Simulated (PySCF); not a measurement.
C9H7NSi.
SMILES with atom numbers: `[N:1]#[C:2][c:3]1[cH:4][cH:5][c:6]2[c:7]([cH:8]1)[SiH2:9][CH:10]=[CH:11]2` (hydrogens: H12 on C4; H13 on C5; H14 on C8; H15, H16 on Si9; H17 on C10; H18 on C11)

The calculation used PBE0-D3(BJ)/def2-SVP geometry optimisation, gas phase in PySCF 2.14.0.

(1) What internal coordinates does the optimisation give?

## Answers

(1) 
```json
{"bond": "N1≡C2", "length (Å)": "1.160", "order": "triple"}
{"bond": "C2–C3", "length (Å)": "1.431", "order": "single"}
{"bond": "C3–C4", "length (Å)": "1.403", "order": "aromatic"}
{"bond": "C4–C5", "length (Å)": "1.391", "order": "aromatic"}
{"bond": "C5–C6", "length (Å)": "1.397", "order": "aromatic"}
{"bond": "C6–C7", "length (Å)": "1.417", "order": "aromatic"}
{"bond": "C7–C8", "length (Å)": "1.386", "order": "aromatic"}
{"bond": "C7–Si9", "length (Å)": "1.884", "order": "single"}
{"bond": "Si9–C10", "length (Å)": "1.874", "order": "single"}
{"bond": "C10=C11", "length (Å)": "1.350", "order": "double"}
{"bond": "C3–C8", "length (Å)": "1.409", "order": "aromatic"}
{"bond": "C6–C11", "length (Å)": "1.473", "order": "single"}
{"bond": "C4–H12", "length (Å)": "1.092", "order": "single"}
{"bond": "C5–H13", "length (Å)": "1.093", "order": "single"}
{"bond": "C8–H14", "length (Å)": "1.092", "order": "single"}
{"bond": "Si9–H15, Si9–H16", "length (Å)": "1.494", "order": "single"}
{"bond": "C10–H17", "length (Å)": "1.092", "order": "single"}
{"bond": "C11–H18", "length (Å)": "1.096", "order": "single"}
```

Bonds in one row agree within 0.01 Å and their mean is given. Orders are formal, as drawn. A selection of angles:
```json
{"angle": "N1–C2–C3", "degrees": "179.7"}
{"angle": "C2–C3–C4", "degrees": "120.0"}
{"angle": "C2–C3–C8", "degrees": "119.9"}
{"angle": "C4–C3–C8", "degrees": "120.1"}
{"angle": "C3–C4–C5", "degrees": "120.2"}
{"angle": "C3–C4–H12", "degrees": "119.4"}
{"angle": "C5–C4–H12", "degrees": "120.5"}
{"angle": "C4–C5–C6", "degrees": "119.8"}
{"angle": "C4–C5–H13", "degrees": "119.9"}
{"angle": "C6–C5–H13", "degrees": "120.2"}
{"angle": "C5–C6–C7", "degrees": "120.2"}
{"angle": "C5–C6–C11", "degrees": "124.7"}
{"angle": "C7–C6–C11", "degrees": "115.1"}
{"angle": "C6–C7–C8", "degrees": "119.9"}
{"angle": "C6–C7–Si9", "degrees": "107.0"}
{"angle": "C8–C7–Si9", "degrees": "133.1"}
{"angle": "C7–C8–H14", "degrees": "121.3"}
{"angle": "C3–C8–C7", "degrees": "119.8"}
{"angle": "C3–C8–H14", "degrees": "118.9"}
{"angle": "C7–Si9–C10", "degrees": "91.8"}
{"angle": "C7–Si9–H15", "degrees": "113.6"}
{"angle": "C10–Si9–H15", "degrees": "114.4"}
{"angle": "H15–Si9–H16", "degrees": "108.6"}
{"angle": "Si9–C10–C11", "degrees": "108.5"}
{"angle": "Si9–C10–H17", "degrees": "129.8"}
{"angle": "C11–C10–H17", "degrees": "121.7"}
{"angle": "C10–C11–H18", "degrees": "123.4"}
{"angle": "C6–C11–C10", "degrees": "117.6"}
{"angle": "C6–C11–H18", "degrees": "119.0"}
```

Dihedral angles: C6–C7–Si9–C10 0° (synperiplanar); C7–Si9–C10–C11 0° (synperiplanar); Si9–C10–C11–C6 0° (synperiplanar); C5–C6–C11–C10 180° (antiperiplanar).

The 11 heavy atoms lie in one plane (0.003 Å rms). The 6-membered ring C3–C4–C5–C6–C7–C8 has internal angles of 119.8° to 120.2°; it is planar, 0.00 Å rms from its mean plane, widest ring torsion 0°. Si9 (SiH2 silicon) has angles from 91.8° to 114.4°. The 5-membered ring C6–C7–Si9–C10–C11 has internal angles of 91.8° to 117.6°; it is planar, 0.00 Å rms from its mean plane, widest ring torsion 0°. The 9 C–C bonds span 1.350 Å (C10=C11, drawn double) to 1.473 Å (C6–C11, drawn single), a spread of 0.123 Å.

Point group: Cs (every atom within 0.08 Å of its image). No frequency check.
